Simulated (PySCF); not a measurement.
1-bromo-1-methylcyclopropane (C₄H₇Br), SMILES CC1(Br)CC1. Geometry optimised at PBE-D3(BJ)/def2-SVP.

Computed equilibrium geometry at PBE-D3(BJ)/def2-SVP (PySCF confirms it by a frequency run) as bond lengths and angles, and its point group:
point group Cs.
Atoms: C1 C2 Br3 C4 C5 H6 H7 H8 H9 H10 H11 H12. Bonds (Å): C1–C2 1.509, C1–H6 1.108, C1–H7 1.110, C1–H8 1.108, C2–Br3 1.957, C2–C4 1.505, C2–C5 1.505, C4–C5 1.518, C4–H9 1.102, C4–H10 1.100, C5–H11 1.102, C5–H12 1.100. Bond angles (°): C2–C1–H6 111.2, C2–C1–H7 109.7, C2–C1–H8 111.2, H6–C1–H7 108.2, H6–C1–H8 108.4, H7–C1–H8 108.2, C1–C2–Br3 112.1, C1–C2–C4 121.3, C1–C2–C5 121.3, Br3–C2–C4 116.4, Br3–C2–C5 116.4, C4–C2–C5 60.6, C2–C4–C5 59.7, C2–C4–H9 117.0, C2–C4–H10 118.1, C5–C4–H9 119.0, C5–C4–H10 117.7, H9–C4–H10 114.6, C2–C5–C4 59.7, C2–C5–H11 117.0, C2–C5–H12 118.1, C4–C5–H11 119.0, C4–C5–H12 117.7, H11–C5–H12 114.6.
